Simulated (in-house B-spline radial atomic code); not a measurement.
## Excitations of P³⁺ by several methods

Full response, energies in eV; labels give the largest channel, * marks a mixed state, a dash one above the method's threshold, and an imaginary frequency an unstable closed-shell reference. Computed with a B-spline radial code for spherical atoms: linear response of the closed shell [Ne] 3s2 with each method's own kernel (bare exchange for TDHF, static screening on G0W0 levels for BSE, the adiabatic kernel for functionals); scalar-relativistic (spin-free one-electron X2C), finite nucleus, no spin-orbit coupling, no double excitations, S, P, D and F terms only.

```json
{"method": "TDHF", "3s → 3p 3P": "6.457", "3s → 3p 1P": "12.776", "3s → 3d 3D": "22.284", "α (bohr³)": "7.084"}
{"method": "BSE on G0W0@HF", "3s → 3p 3P": "7.849", "3s → 3p 1P": "13.321", "3s → 3d 3D": "24.198", "α (bohr³)": "6.359"}
{"method": "LDA VWN5", "3s → 3p 3P": "8.463", "3s → 3p 1P": "13.232", "3s → 3d 3D": "22.401", "α (bohr³)": "6.415"}
{"method": "PBE", "3s → 3p 3P": "7.916", "3s → 3p 1P": "13.078", "3s → 3d 3D": "21.630", "α (bohr³)": "6.612"}
{"method": "PBE0", "3s → 3p 3P": "7.704", "3s → 3p 1P": "12.970", "3s → 3d 3D": "21.926", "α (bohr³)": "6.754"}
{"method": "B3LYP (VWN-RPA)", "3s → 3p 3P": "7.951", "3s → 3p 1P": "13.157", "3s → 3d 3D": "22.004", "α (bohr³)": "6.55"}
{"method": "CAM-B3LYP", "3s → 3p 3P": "7.936", "3s → 3p 1P": "13.154", "3s → 3d 3D": "22.244", "α (bohr³)": "6.556"}
{"method": "LC-wPBE", "3s → 3p 3P": "7.512", "3s → 3p 1P": "12.872", "3s → 3d 3D": "22.096", "α (bohr³)": "6.806"}
{"method": "wB97X", "3s → 3p 3P": "8.350", "3s → 3p 1P": "13.131", "3s → 3d 3D": "22.884", "α (bohr³)": "6.588"}
{"method": "HSE06", "3s → 3p 3P": "?", "3s → 3p 1P": "?", "3s → 3d 3D": "?", "α (bohr³)": "?"}
{"method": "BHandHLYP", "3s → 3p 3P": "7.635", "3s → 3p 1P": "13.047", "3s → 3d 3D": "22.253", "α (bohr³)": "6.708"}
{"method": "BLYP", "3s → 3p 3P": "?", "3s → 3p 1P": "?", "3s → 3d 3D": "?", "α (bohr³)": "?"}
{"method": "PBEsol", "3s → 3p 3P": "7.909", "3s → 3p 1P": "13.070", "3s → 3d 3D": "21.730", "α (bohr³)": "6.605"}
{"method": "BP86", "3s → 3p 3P": "7.953", "3s → 3p 1P": "13.128", "3s → 3d 3D": "21.675", "α (bohr³)": "6.559"}
{"method": "LDA exchange-only", "3s → 3p 3P": "7.567", "3s → 3p 1P": "13.253", "3s → 3d 3D": "21.529", "α (bohr³)": "6.435"}
{"method": "B97-1", "3s → 3p 3P": "7.997", "3s → 3p 1P": "12.955", "3s → 3d 3D": "22.349", "α (bohr³)": "6.761"}
{"method": "RPBE", "3s → 3p 3P": "7.641", "3s → 3p 1P": "12.923", "3s → 3d 3D": "21.362", "α (bohr³)": "6.776"}
{"method": "OLYP", "3s → 3p 3P": "7.022", "3s → 3p 1P": "12.718", "3s → 3d 3D": "21.039", "α (bohr³)": "6.975"}
```

Problem. What does BLYP give?

Solution. 3s → 3p 3P: 8.011; 3s → 3p 1P: 13.247; 3s → 3d 3D: 21.641; α: 6.44 (eV, bohr³).

Problem. What does HSE06 give?

Solution. 3s → 3p 3P: 7.824; 3s → 3p 1P: 13.051; 3s → 3d 3D: 21.976; α: 6.673 (eV, bohr³).
